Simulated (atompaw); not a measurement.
# What one change does to a pseudopotential (Pb (Z = 82), PAW (atompaw))

lead, PAW, made with atompaw 4.2.0.5 (PBE, scalar-relativistic). Core [Xe] 4f14 5d10, reference 6s2 6p2. Waves: 6s (bound); 6s channel at -0.55 Ry; 6p (bound); 6p channel at 0.35 Ry; 6d channel at -0.1 Ry; 6d channel at 1.6 Ry. Local part: bessel scheme, radius 2.35 bohr. Core correction: smooth core density matched at 2.40 bohr. Augmentation charge: sinc compensation charge, radius 2.30 bohr; PAW radius 2.85 bohr; waves and projectors: bloechl.

All-electron outer shells of the reference configuration (PBE, scalar-relativistic, ld1.x):

```tsv
shell	level (eV)	outermost node (bohr)	outermost maximum (bohr)
5p	-85.83	0.49	0.88
5d	-21.18	0.52	1.07
6s	-12.04	1.01	1.95
6p	-3.50	1.18	2.67
```

Change: wave 6s channel at -0.55 Ry becomes 6s channel at -0.26 Ry.

Cutoffs: the cutoffs (Ry, on a coarse ladder) from which the occupation-weighted sum of valence levels, in a spherical-Bessel basis at the reference potential, stays within 10 and 1 mRy of its value at 400 Ry; they do not see the model core or the augmentation charge, which bear on the density cutoff.

Question: What does the change do?

Answer: Both files are so soft that the ladder of cutoffs tells neither apart; the bound ghosts move from d, s to d.

```csv
quantity,base,changed
"cutoff, loose",6 Ry,6 Ry
"cutoff, tight",8 Ry,8 Ry
bound ghosts,"d, s",d
s: phases at 2.86 bohr within 0.05 rad from the reference energy up to (Ry; the scan ends near 5),1.7,2.0
p: phases at 2.86 bohr within 0.05 rad from the reference energy up to (Ry; the scan ends near 5),3.1,3.1
d: phases at 2.86 bohr within 0.05 rad from the reference energy up to (Ry; the scan ends near 5),to the end of the scan,to the end of the scan
lowest overlap eigenvalue by channel,"s 0.00, p 0.00, d 0.25","s 0.01, p 0.00, d 0.25"
```

 A true bound ghost makes a file unfit for plane-wave use even where its test errors are small: the radial tests pick states by their node count and pass the ghost by. The cutoffs see the waves, projectors and local potential, not the compensation charge or the core.
